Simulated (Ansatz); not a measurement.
CH4OSiZn, relaxed with RKS PBE0-D4/def2-TZVP in Ansatz from a PBE-D4/def2-SVP geometry. The force threshold is 0.005 eV/Å; the program also tests the step.

The species carries charge 0 and has multiplicity 1. The bonds changed during the relaxation, so this is another structure than the one it started from.

Start:

```xyz
8

Zn    0.125   -2.843   -0.914
Si   -0.752   -0.125    0.158
C     0.685    1.034    0.141
O     0.877   -0.357   -0.340
H    -1.198   -0.747    1.441
H    -1.808   -0.023   -0.894
H     1.259    1.265    1.061
H     0.811    1.796   -0.653
```

| step | energy (eV) | largest force (eV/Å) | largest move (Å) |
| --- | --- | --- | --- |
| 1 | -59433.7794 | 0.973 | 0.000 |
| 2 | -59433.8330 | 0.636 | 0.035 |
| 3 | -59433.8647 | 0.095 | 0.121 |
| 4 | -59433.8713 | 0.040 | 0.093 |
| 5 (rejected) | -59433.8600 | 0.424 | 0.037 |
| 6 | -59433.8720 | 0.020 | 0.018 |
| 7 | -59433.8730 | 0.008 | 0.057 |
| 8 (rejected) | -59433.8672 | 0.263 | 0.034 |
| 9 | -59433.8731 | 0.003 | 0.017 |
| 10 | -59433.8731 | 0.003 | 0.011 |
| 11 | -59433.8731 | 0.002 | 0.011 |
| 12 | -59433.8731 | 0.002 | 0.007 |

End:

```xyz
8

Zn   -0.056   -3.142   -0.959
Si   -0.686   -0.084    0.153
C     0.667    1.117    0.172
O     0.902   -0.257   -0.315
H    -1.118   -0.777    1.385
H    -1.716   -0.067   -0.906
H     1.224    1.343    1.079
H     0.783    1.866   -0.609
```

Hardware: 4 threads of an Intel Xeon Platinum 8559C on a shared host. Wall time 19 s, peak host memory 0.47 GiB.
